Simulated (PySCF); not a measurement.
C2H5FN2Si, SMILES [Si@H]1(C=N[C@@H]1F)N.

Geometry optimised at B3LYP-D3(BJ)/def2-SVP. The structure was generated by enumeration; whether it is a known compound was not checked. One conformer was computed; it need not be the lowest.

Level of theory: PySCF with PBE/def2-TZVP.

total energy: -577.69162 hartree
highest occupied level: -5.68 eV
lowest empty level: -2.22 eV
orbital gap: 3.45 eV
dipole moment: 0.652 e·Å
quadrupole, principal values (traceless, Buckingham form, about the centre of nuclear charge): -5.54, -0.05, 5.59 D·Å
mean static polarisability: 62.4 bohr³ (9.24 Å³)
polarisability, principal values: 53.2, 61.9, 72.1 bohr³
